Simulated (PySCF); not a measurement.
Species: C₆H₅NP₂.
Atom-mapped SMILES: `[CH3:1][c:2]1[cH:3][p:4][c:5]([C:6]#[N:7])[p:8][cH:9]1` (hydrogens: H10, H11, H12 on C1; H13 on C3; H14 on C9)

Method used: TDDFT B3LYP/def2-SVPD, vertical, gas phase, core orbitals frozen in the response in PySCF 2.14.0, density-fitted response routines. Geometry: GFN2-xTB; no solvent, vibrations or thermal averaging.

```
state  E (eV)  λ (nm)  ν̃ (cm⁻¹)       f  |μ| (D)  symmetry  main configurations (H = HOMO, L = LUMO)
   S1    3.86   321.2      31130  0.0002     0.12         –                  H-2→L (80%), H-1→L (12%)
   S2    3.87   320.4      31210  0.0014     0.31         –     H→L+1 (44%), H-1→L (36%), H-2→L (19%)
   S3    4.04   307.0      32570   0.013     0.93        A′                             H-2→L+1 (99%)
   S4    4.39   282.2      35440   0.071     2.07        A′                  H→L (76%), H-1→L+1 (21%)
   S5    4.92   252.1      39670   0.350     4.33        A′                  H-1→L+1 (72%), H→L (20%)
   S6    4.93   251.4      39780  0.0081     0.66        A′                               H-3→L (99%)
   S7    4.95   250.6      39900   0.236     3.55        A″                  H-1→L (47%), H→L+1 (45%)
   S8    5.10   243.1      41140  0.0001     0.08         –                             H-3→L+1 (98%)
```

Triplets, Tamm–Dancoff:

```tsv
state	E (eV)	λ (nm)	main configurations (H = HOMO, L = LUMO)
T1	2.86	433.8	H→L (53%), H-1→L+1 (44%)
T2	3.29	376.8	H-1→L+1 (54%), H→L (45%)
T3	3.31	374.8	H-1→L (78%), H→L+1 (21%)
```

The lowest singlet comes at 321 nm (372 kJ/mol) in the ultraviolet; it is dark (f under 0.0005); its leading configuration is HOMO-2→LUMO (80%). The most intense listed level is S5 at 4.92 eV (252 nm, f = 0.350), 1.06 eV above S1. S1/S2 lie within about 0.01 eV of each other. Löwdin shares by element: HOMO carbon 46% or more, nitrogen 19% (atoms not listed hold the other 34%); LUMO phosphorus 37%, carbon 31% or more (atoms not listed hold the other 33%). The listed states span 1.24 eV, and the widest gap between neighbours is 0.52 eV (S4 to S5). Weighted by f, the mean energy of these states is 4.85 eV. Of the 8 states listed, 4 reach f = 0.01 and 2 stay under 0.0005. No computed singlet lies in the visible range (380 to 750 nm); the lowest, at 321 nm, stands 0.60 eV above its violet end (3.26 eV); a Tamm–Dancoff triplet lies at 434 nm, without intensity as long as spin–orbit coupling is left out. Symmetry labels in Cs follow from the direction of the transition dipole and are given only for states with f of 0.002 or more. Singlets were solved by full linear response, triplets in the Tamm–Dancoff approximation.
